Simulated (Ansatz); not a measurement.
CH3Si (SMILES C=[SiH]) moved off its minimum; all values from Ansatz (an electronic-structure program), cores frozen in correlated methods. Open shells are unrestricted.
(charge 0, multiplicity 2)
```xyz
5

C     -1.0348     0.4856     0.1359
Si     0.4871    -0.1412     0.1553
H     -1.9979    -0.2125     0.0616
H     -1.3412     1.2927     0.1242
H      1.8951     0.6162    -0.0437
```

Q: Give the forces (eV/Å), the total energy and the dipole at MP2/aug-cc-pV(T+d)Z.

A: 
```csv
atom,Fx,Fy,Fz
C1,1.983,-15.287,-0.158
Si2,1.601,0.302,-0.474
H3,2.559,1.026,0.435
H4,-4.662,14.559,-0.223
H5,-1.481,-0.600,0.421
```
Energy -328.6664 hartree, dipole 1.52 D.

Doubts at one or more of the structures used: a spin-contaminated determinant (MP2/aug-cc-pV(T+d)Z).
